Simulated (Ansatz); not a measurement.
C₃H₇O, doublet, at a GFN2-xTB geometry; MP2/6-31G* run with Ansatz (an electronic-structure program).

Ansatz was given this input:
Ansatz 0.2 input:
```yaml
crystal:
  periodic: [false, false, false]
  atoms:
    - {symbol: C, position_ang: [1.26825508, -0.68696850, 0.05427580]}
    - {symbol: C, position_ang: [0.07085415, 0.06768755, -0.35576841]}
    - {symbol: C, position_ang: [-1.22038065, -0.70514127, 0.01571359]}
    - {symbol: O, position_ang: [0.03577551, 1.37753649, 0.16253306]}
    - {symbol: H, position_ang: [1.92379626, -0.30713910, 0.81296565]}
    - {symbol: H, position_ang: [1.47618939, -1.64038176, -0.38728526]}
    - {symbol: H, position_ang: [0.06139987, 0.20309353, -1.44914062]}
    - {symbol: H, position_ang: [-2.08807624, -0.12715673, -0.29130831]}
    - {symbol: H, position_ang: [-1.26236100, -0.86377771, 1.09159501]}
    - {symbol: H, position_ang: [-1.23494149, -1.66895370, -0.48360641]}
    - {symbol: H, position_ang: [0.12541777, 1.33055682, 1.12118969]}
basis:
  gaussian:
    orbitals: 6-31G*
magnetization: {spin_polarized: true, initial_magnetization: 1}
correlation: {method: mp2}
```

Predict the main parts of the log of this Ansatz run.


```
Functional definition: HF
785 factors; integrals over basis functions are off by at most 6.1e-4 eV
mean field evaluation 1: about -5234.7044 eV, gradient 2.3e1 eV
mean field evaluation 2: about -5234.7057 eV, gradient 2.3e1 eV
mean field evaluation 4: about -5237.5571 eV, gradient 3.0e0 eV
mean field evaluation 8: about -5237.6301 eV, gradient 1.5e-1 eV
mean field -5237.63044822 eV, -192.4793687785 hartree, gradient 1.8e-6 eV, S^2 0.762595; 0 other end points of the search recorded, 0 dependent functions left out
4 core orbitals not correlated
reference -5237.63044822 eV, -192.4793687785 hartree; 13, 12 occupied and 57, 58 virtual orbitals, 785 factors
second order -14.85678546 eV of doubles, -0.00000000 eV of singles
Total energy: -5252.48723368 eV, -193.0253455740 hartree
```
